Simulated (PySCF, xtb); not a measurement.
NaF, SMILES [Na][F].

Harmonic wavenumbers (cm⁻¹) from GFN2-xTB (xtb 6.7.1) at its own minimum, in rising order: 499.

### Question
What does B3LYP-D3(BJ)/def2-TZVPD (PySCF) give at its own minimum? (An estimate is asked for; the answer gives what the named calculation found.)

### Answer
528. Paired by order, the mean absolute difference is 29 cm⁻¹ and the zero-point energies are 0.7 and 0.8 kcal/mol.
